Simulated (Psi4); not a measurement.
The Psi4 input:
```
memory 2 GB

molecule {
0 1
  B    -0.22251661   -0.36647859    0.76327469
  H    -1.05997573   -1.17722340    0.94851165
  Cl    1.05693211   -0.20452781    1.89660343
  O    -0.19672902    0.45794261   -0.27215753
  C    -1.12985664    0.46739771   -1.33420050
  C    -0.49699264   -0.10729726   -2.59491132
  H    -2.02160877   -0.10833145   -1.05769637
  H    -1.41337029    1.51287800   -1.49336099
  H    -0.22577694   -1.14824635   -2.43581608
  H    -1.19997488   -0.04486138   -3.42057867
  H     0.40037177    0.45100663   -2.84776005
}

set basis def2-sv(p)
set freeze_core true

energy('mp2')
print_variables()
```

Q: Estimate the MP2 correlation energy that Psi4 with MP2/def2-SV(P) returns for this input.

A: -0.6414 Eh

Q: Estimate the total energy that MP2/def2-SV(P) returns for this input.

A: -638.7109 Eh

Q: Predict the nuclear repulsion energy from MP2/def2-SV(P).

A: 203.9809 Eh
